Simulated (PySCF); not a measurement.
A PySCF script (with the pyscf-properties extension) for the NMR shieldings of `InChI=1S/C5H13NSi2/c1-3-4-8(2,7)5-6/h3-4H2,1-2,7H3/t8-/m1/s1`, on a GFN2-xTB geometry:

```python
import basis_set_exchange as bse
import numpy as np
from pyscf import gto, dft
from pyscf.prop import nmr

atoms = """
C     3.129281   -0.460984    0.205939
C     1.670044   -0.733621   -0.139110
C     0.771882    0.443797    0.237576
Si   -1.075369    0.197070   -0.203962
C    -1.721088   -1.434675    0.549440
Si   -2.396054    2.053740    0.253207
C    -1.057731   -0.123532   -2.055405
N    -1.057772   -0.290326   -3.189883
H     3.241786   -0.281065    1.273551
H     3.753349   -1.309150   -0.066373
H     3.489817    0.415418   -0.328726
H     1.581839   -0.929269   -1.210213
H     1.338954   -1.629638    0.390095
H     0.866129    0.631398    1.310175
H     1.144215    1.341174   -0.262744
H    -2.765911   -1.595258    0.297671
H    -1.163562   -2.296423    0.191340
H    -1.644780   -1.417444    1.633661
H    -3.786148    1.826345   -0.143856
H    -1.926740    3.258935   -0.432186
H    -2.401060    2.350451    1.689331
"""
names = dict.fromkeys(["C", "Si", "N", "H"], "pcSseg-1")
basis = {el: gto.basis.parse(bse.get_basis(n, elements=[el], fmt="nwchem")) for el, n in names.items()}
mol = gto.M(atom=atoms, basis=basis, charge=0, verbose=0)
mf = dft.RKS(mol, xc="PBE0")
mf.grids.level = 2
mf.grids.alignment = dft.numint.BLKSIZE   # the property module wants whole blocks of grid points
mf.conv_tol = 1e-9
mf.kernel()

calc = nmr.RKS(mf)   # GIAO
C = mf.mo_coeff
Co = C[:, mf.mo_occ > 0]
resp = mf.gen_response(singlet=True, hermi=2)
def vind(x):   # induced exchange potential for any number of trial vectors
    d = np.einsum("pi,xij,qj->xpq", C, 2 * x.reshape(-1, C.shape[1], Co.shape[1]), Co, optimize=True)
    return np.einsum("xpq,pi,qj->xij", resp(d - d.transpose(0, 2, 1)), C, Co, optimize=True).ravel()
mo1, _ = nmr.rhf.solve_mo1(calc, with_cphf=vind)
sigma = calc.kernel(mo1)
for i, s in enumerate(sigma):   # ppm
    w = np.linalg.eigvalsh((s + s.T) / 2)
    print("%2d %-2s iso %8.1f  s11 %8.1f  s22 %8.1f  s33 %8.1f" % (i, mol.atom_pure_symbol(i), w.mean(), *w))
```

Q: What are the results?

A: 
```
 0 C  iso    166.3  s11    152.0  s22    158.9  s33    188.0
 1 C  iso    164.8  s11    156.5  s22    165.4  s33    172.4
 2 C  iso    165.7  s11    155.7  s22    159.2  s33    182.0
 3 Si iso    384.8  s11    351.2  s22    391.8  s33    411.5
 4 C  iso    190.1  s11    183.4  s22    191.2  s33    195.7
 5 Si iso    464.0  s11    453.1  s22    461.5  s33    477.4
 6 C  iso     59.8  s11    -56.7  s22    -53.9  s33    290.0
 7 N  iso    -95.9  s11   -295.0  s22   -282.2  s33    289.5
 8 H  iso     30.8  s11     26.6  s22     28.9  s33     36.7
 9 H  iso     30.2  s11     25.2  s22     27.4  s33     38.1
10 H  iso     30.7  s11     26.5  s22     28.9  s33     36.6
11 H  iso     30.0  s11     24.0  s22     31.0  s33     34.8
12 H  iso     30.3  s11     24.0  s22     31.8  s33     35.2
13 H  iso     31.2  s11     26.6  s22     30.8  s33     36.0
14 H  iso     30.9  s11     26.1  s22     30.9  s33     35.7
15 H  iso     31.2  s11     26.5  s22     28.4  s33     38.8
16 H  iso     30.8  s11     25.8  s22     29.5  s33     37.1
17 H  iso     31.7  s11     27.5  s22     28.5  s33     39.1
18 H  iso     28.2  s11     24.6  s22     26.0  s33     34.0
19 H  iso     28.2  s11     24.6  s22     26.2  s33     33.7
20 H  iso     28.3  s11     24.8  s22     26.4  s33     33.8
```

These numbers come from an equivalent density-fitted implementation of the same equations, which agrees with the script to about 0.01 ppm for H and up to a few tenths of a ppm for heavy atoms, so last digits may differ.

Q: Turn these shieldings into chemical shifts. δ = σ(ref) − σ, references computed at the same level: TMS for $^{13}$C (σref 186.93) and $^{29}$Si (σref 349.16) and $^{1}$H (σref 31.72); $^{15}$N (σref 267.73) against NH3.

A: Averaging equivalent atoms: C 6: 127.1; C 1: 22.1; C 2: 21.3; C 0: 20.6; C 4: -3.2; Si 3: -35.7; Si 5: -114.8; N 7: 363.6; H 18/19/20: 3.49; H 11: 1.76; H 12: 1.40; H 8/9/10: 1.17; H 14: 0.82; H 13: 0.57; H 15/16/17: 0.46 ppm. Experimental scales use liquid or dissolved standards, which lie at an offset from isolated NH3 (liquid NH3: subtract about 20 ppm). Unscaled 15N shifts of sp2 nitrogen come out 20 to 40 ppm too high even then.

Size and cost of the density-fitted run: 215 basis functions, 81 s wall time on 1 thread of an Arm Neoverse N1, shared host; peak memory 0.96 GiB.
